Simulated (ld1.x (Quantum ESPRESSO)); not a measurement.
**I, TM: configuration errors across variants**

- Element: I (Z = 53)
- Generator: ld1.x (Quantum ESPRESSO) 7.5
- Type: norm-conserving Troullier–Martins (Kleinman–Bylander form)
- Functional: PBEsol
- Relativity: scalar-relativistic
- Frozen core: [Kr]
- Valence charge: 17
- Reference configuration: 4d10 5s1.75 5p5.25
- Partial waves: 5p (bound): rc 1.60 bohr; 4d (bound): rc 0.80 bohr; 5s (bound): rc 1.65 bohr
- Local potential: the s channel
- Core correction: Bessel-smoothed model core inside 0.70 bohr

All-electron excitation energies from the reference (eV): (1) 4d10 5s2 5p5 -2.594; (2) 4d10 5s2 5p4 8.557; (3) 4d10 5s2 5p3 28.441; (4) 4d10 5s2 5p4.5 1.946; (5) 4d10 5s2 5p2 57.827; (6) 4d9 5s2 5p5 55.590; (7) 4d10 5s2 5p1 97.321.

A true bound ghost makes a file unfit for plane-wave use even where its test errors are small: the radial tests pick states by their node count and pass the ghost by. Where a test does run into it, the solver fails or the error is huge.

Errors AE − PS in meV (a dash: test not solved or not reliable):

| change | (1) | (2) | (3) | (4) | (5) | (6) | (7) | bound ghosts |
| --- | --- | --- | --- | --- | --- | --- | --- | --- |
| base | +0.2 | -1.1 | +1.9 | -0.8 | +10 | -421 | +19 | none |
| wave 5s (bound): rc 1.65 bohr becomes 5s (bound): rc 1.38 bohr | +0.1 | -2.0 | -0.7 | -1.2 | +8.5 | -287 | +29 | none |
| wave 5s (bound): rc 1.65 bohr becomes 5s (bound): rc 1.56 bohr | +0.2 | -1.2 | +1.9 | -0.9 | +11 | -402 | +22 | none |
| wave 5s (bound): rc 1.65 bohr becomes 5s (bound): rc 1.80 bohr | +0.2 | -1.1 | +1.8 | -0.8 | +9.7 | -430 | +17 | none |
| wave 5s (bound): rc 1.65 bohr becomes 5s (bound): rc 1.98 bohr | +0.1 | -1.1 | +2.7 | -0.9 | +13 | -406 | +25 | none |
| wave 5s (bound): rc 1.65 bohr becomes 5s (bound): rc 2.16 bohr | -0.1 | -0.8 | +6.4 | -1.1 | +25 | -340 | +55 | none |
| wave 5s (bound): rc 1.65 bohr becomes 5s (bound): rc 2.46 bohr | -0.9 | +0.2 | +17 | -1.6 | +61 | -204 | +136 | none |

**Question.** Give the same row for: wave 5s (bound): rc 1.65 bohr becomes 5s (bound): rc 1.12 bohr.

**Answer.** +1.1, -11, -28, -4.1, -41, –, -34; bound ghosts: p, s (extra level of the local part). Not counted: 4d9 5s2 5p5 (solver errors, printed error -2970 eV).
